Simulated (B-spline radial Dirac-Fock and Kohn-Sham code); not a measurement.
# Dipole and non-dipole photoemission parameters of Pb 4s

System: the Pb atom, 1s2 2s2 2p6 3s2 3p6 3d10 4s2 4p6 4d10 4f14 5s2 5p6 5d10 6s2 6p2; threshold 891.8 eV (tabulated edge). The computed values come from a radial B-spline solver: Dirac-Hartree-Slater photoionisation with a Latter tail; cross sections with all multipoles, angular parameters from the dipole term and its interference with E2.

For linearly polarised light dσ/dΩ = σ/(4π) [1 + β P₂(cos θ) + (δ + γ cos²θ) sin θ cos φ], with θ from the polarisation vector and φ the angle between the beam and the projection of the electron momentum on the plane normal to the polarisation.

```csv
hν (eV),σ (kb),β,γ
1050,39.8,1.696,0.786
1240,?,?,?
1253.6,33.4,1.753,0.785
1486.9,27.4,1.791,0.755
1880,20.2,1.828,0.677
2984.4,10.3,1.872,0.444
4000,6.42,1.889,0.262
4220,5.88,1.892,0.228
5850,3.34,1.906,0.027
7940,1.91,1.914,-0.118
8047.8,1.87,1.915,-0.123
9210,1.45,1.918,-0.162
9251.7,1.44,1.918,-0.163
11700,0.920,1.922,-0.180
12000,0.876,1.923,-0.177
12500,0.808,1.923,-0.171
```

**Question.** Give the values at 1240 eV.

**Answer.** σ = 33.8 kb, β = 1.750, γ = 0.785. For an s subshell δ is negligible.
